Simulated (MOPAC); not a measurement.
Input file for MOPAC: PM6 on CH4GeO (SMILES [CH3][Ge][OH]), a point of a torsion scan.

```
PM6 1SCF PRECISE CHARGE=0 THREADS=1
CH4GeO

C     -0.90910628 1    -0.07360749 1     0.00379537 1
Ge     0.59898322 1     1.29348456 1    -0.31274751 1
O      1.96588145 1     0.28177659 1     0.16864635 1
H     -0.75369040 1    -0.96098821 1    -0.61224409 1
H     -1.89330574 1     0.32607889 1    -0.23241680 1
H     -0.92092507 1    -0.39197902 1     1.04762376 1
H      1.89453254 1    -0.62224296 1     0.47012434 1
```

Program output:

```
*******************************************************************************
 **                                                                           **
 **                              MOPAC v23.2.5                                **
 **                                                                           **
 *******************************************************************************
 ** MOPAC's Digital Object Identifier: https://doi.org/10.5281/zenodo.6511958 **
 **                                                                           **
 ** Please cite the open-source release paper for use of this MOPAC version:  **
 ** J. E. Moussa and J. J. P. Stewart (2026)                                  **
 ** MOPAC: An open-source semiempirical molecular orbital program             **
 ** J. Open Source Softw., 11(119), 8025, https://doi.org/10.21105/joss.08025 **
 *******************************************************************************

                              PM6 CALCULATION RESULTS

 *******************************************************************************
 *  PM6        - The PM6 Hamiltonian to be used
 *
 *
 *
 *                 CHARGE ON SYSTEM = 0
 *
 *
 *
 *  PRECISE    - TIGHTER CRITERIA TO BE USED
 *  1SCF       - DO 1 SCF AND THEN STOP
 *  THREADS=1  - MULTI-THREADING NOT USED
 *  T=         - A TIME OF 172800.0 SECONDS REQUESTED
 *  DUMP=N     - RESTART FILE WRITTEN EVERY 7200.0 SECONDS REQUESTED
 *******************************************************************************
PM6 1SCF PRECISE CHARGE=0 THREADS=1
 CH4GeO

   ATOM   CHEMICAL          X               Y               Z
  NUMBER   SYMBOL      (ANGSTROMS)     (ANGSTROMS)     (ANGSTROMS)

     1       C         -0.90910628  *  -0.07360749  *   0.00379537  *
     2      Ge          0.59898322  *   1.29348456  *  -0.31274751  *
     3       O          1.96588145  *   0.28177659  *   0.16864635  *
     4       H         -0.75369040  *  -0.96098821  *  -0.61224409  *
     5       H         -1.89330574  *   0.32607889  *  -0.23241680  *
     6       H         -0.92092507  *  -0.39197902  *   1.04762376  *
     7       H          1.89453254  *  -0.62224296  *   0.47012434  *



          CARTESIAN COORDINATES

    NO.       ATOM           X           Y           Z

     1         C         -0.9091     -0.0736      0.0038
     2        Ge          0.5990      1.2935     -0.3127
     3         O          1.9659      0.2818      0.1686
     4         H         -0.7537     -0.9610     -0.6122
     5         H         -1.8933      0.3261     -0.2324
     6         H         -0.9209     -0.3920      1.0476
     7         H          1.8945     -0.6222      0.4701

 General Reference for PM6:
 "Optimization of Parameters for Semiempirical Methods V: Modification of NDDO Approximations
 and Application to 70 Elements", J. J. P. Stewart, J. Mol. Mod., 13, 1173-1213 (2007)
 URL: https://link.springer.com/article/10.1007/s00894-007-0233-4

           Empirical Formula: C H4 O Ge  =     7 atoms



      MOLECULAR POINT GROUP   :   Cs


      RHF CALCULATION, NO. OF DOUBLY OCCUPIED LEVELS = 9


 -------------------------------------------------------------------------------
 PM6 1SCF PRECISE CHARGE=0 THREADS=1
 CH4GeO



     1SCF WAS SPECIFIED, SO BFGS WAS NOT USED
     SCF FIELD WAS ACHIEVED


                              PM6 CALCULATION
                                                       MOPAC v23.2.5 Linux




          FINAL HEAT OF FORMATION =        -36.14878 KCAL/MOL =    -151.24648 KJ/MOL


          COSMO AREA              =        104.79 SQUARE ANGSTROMS
          COSMO VOLUME            =         93.01 CUBIC ANGSTROMS

          IONIZATION POTENTIAL    =          8.542812 EV
          HOMO LUMO ENERGIES (EV) =         -8.543 -0.537
          NO. OF FILLED LEVELS    =          9
          MOLECULAR WEIGHT        =        104.6320         POINT GROUP:  Cs

          MOLECULAR DIMENSIONS (Angstroms)

            Atom       Atom       Distance
            H     7    H     5     3.96744
           Ge     2    H     4     2.52053
           Ge     2    H     6     1.65113


          SCF CALCULATIONS        =          1





   ATOM   CHEMICAL          X               Y               Z
  NUMBER   SYMBOL      (ANGSTROMS)     (ANGSTROMS)     (ANGSTROMS)

     1       C         -0.90910628  *  -0.07360749  *   0.00379537  *
     2      Ge          0.59898322  *   1.29348456  *  -0.31274751  *
     3       O          1.96588145  *   0.28177659  *   0.16864635  *
     4       H         -0.75369040  *  -0.96098821  *  -0.61224409  *
     5       H         -1.89330574  *   0.32607889  *  -0.23241680  *
     6       H         -0.92092507  *  -0.39197902  *   1.04762376  *
     7       H          1.89453254  *  -0.62224296  *   0.47012434  *

                             CARTESIAN COORDINATES

   1    C       -0.909106280    -0.073607490     0.003795370
   2   Ge        0.598983220     1.293484560    -0.312747510
   3    O        1.965881450     0.281776590     0.168646350
   4    H       -0.753690400    -0.960988210    -0.612244090
   5    H       -1.893305740     0.326078890    -0.232416800
   6    H       -0.920925070    -0.391979020     1.047623760
   7    H        1.894532540    -0.622242960     0.470124340


           Empirical Formula: C H4 O Ge  =     7 atoms



      MOLECULAR POINT GROUP   :   Cs


                  EIGENVALUES
 -27.93477 -23.55758 -18.15522 -14.32682 -13.41829 -13.34493 -12.07733 -11.01089
  -8.54281  -0.53681   1.53827   2.24634   5.90998   6.21470   6.27206   7.47145


              NET ATOMIC CHARGES AND DIPOLE CONTRIBUTIONS

  ATOM NO.   TYPE          CHARGE      No. of ELECS.   s-Pop       p-Pop
    1          C          -0.811789        4.8118     1.12247     3.68932
    2         Ge           0.723894        3.2761     1.77479     1.50131
    3          O          -0.717435        6.7174     1.72412     4.99331
    4          H           0.161545        0.8385     0.83845
    5          H           0.163297        0.8367     0.83670
    6          H           0.161559        0.8384     0.83844
    7          H           0.318929        0.6811     0.68107
 DIPOLE           X         Y         Z       TOTAL
 POINT-CHG.    -1.029     2.066    -0.808     2.446
 HYBRID        -0.416    -2.856     0.934     3.034
 SUM           -1.445    -0.790     0.126     1.652


          ATOMIC ORBITAL ELECTRON POPULATIONS

     Atom    s        px        py        pz
    1  C   1.12247   1.25240   1.24999   1.18693
    2 Ge   1.77479   0.49175   0.76881   0.24075
    3  O   1.72412   1.76646   1.43341   1.79344
    4  H   0.83845
    5  H   0.83670
    6  H   0.83844
    7  H   0.68107

 **********************
 *                    *
 * JOB ENDED NORMALLY *
 *                    *
 **********************




 == MOPAC DONE ==
```

The run finished.

Cost: roughly 0.020 core-seconds.
